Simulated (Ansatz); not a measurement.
Calculated with Ansatz (gas phase, PBE0-D4/def2-TZVP geometries, no zero-point term in ΔE). CCSD(T)/CBS adds triple-zeta CCSD(T) − MP2 to the extrapolated MP2 energy (def2 sets, frozen cores). This one scheme is used for every species, atoms too. DFT in def2-TZVPP. B3LYP here is the variant with VWN-RPA as its local correlation; programs differ in this. No spin–orbit coupling; open shells (•) take unrestricted orbitals. Spin–orbit coupling would lower the free atoms: a little for B, C, O; clearly for Ge. Bonds to Ge are less sure, by a few kJ/mol each and by 10 to 20 or more in all where they break to atoms, as the def2 sets lack core-valence functions. Scalar relativity is left out up to krypton.

Consider the atomization: `[BH2][GeH]1[O]C[O]1` → B• + C• + Ge• + 5 H• + 2 O•.

`[BH2][GeH]1[O]C[O]1`:

Z-matrix (Å, degrees):
```
Ge
O 1 1.809
C 1 2.290 2 38.3
B 1 2.058 2 116.6 3 115.3
O 1 1.809 2 76.6 3 1.9
H 1 1.550 2 113.1 3 -107.7
H 3 1.098 1 127.1 2 88.5
H 3 1.099 1 122.9 2 -91.5
H 4 1.192 1 120.1 2 -133.9
H 4 1.192 1 120.1 2 46.2
```

Question: What is ΔE at CCSD(T)/CBS? (Estimate.)

Answer: The calculation gave: +3536.8 kJ/mol.

Question: What do these levels give: PBE-D4, r2SCAN-D4, PBE0-D4, B3LYP-D4, B2PLYP, r2SCAN, HF/def2-TZVPP, MP2/def2-TZVPP, SCS-MP2/def2-TZVPP, CCSD/def2-TZVPP, HF/def2-QZVPP, MP2/CBS(def2)? (Estimate.)

Answer: Computed: PBE-D4 3610.3, r2SCAN-D4 3552.7, PBE0-D4 3525.8, B3LYP-D4 3514.4, B2PLYP 3492.3, r2SCAN 3548.1, HF/def2-TZVPP 2471.0, MP2/def2-TZVPP 3532.8, SCS-MP2/def2-TZVPP 3504.4, CCSD/def2-TZVPP 3386.0, HF/def2-QZVPP 2474.2, MP2/CBS(def2) 3620.6 kJ/mol.

Largest T1 diagnostic among the species: 0.014.

In def2-TZVPP, CCSD(T) changes the Hartree–Fock value by +978.0 kJ/mol (the triples alone add +62.9 kJ/mol) and MP2 by +1061.8 kJ/mol; breaking electron pairs costs correlation energy, which Hartree–Fock lacks. The D4 term adds +30.8 kJ/mol with B3LYP and +16.0 kJ/mol with PBE0; it sums over pairs of atoms, weighted by their polarisabilities, and B3LYP, whose exchange is more repulsive, gets the larger term.

For atomizations the MP2-based limit and the directly extrapolated one differ by several kJ/mol either way, and by 10 to 25 for some Ge, Se and Sn compounds, so smaller differences from it don't rank the levels.
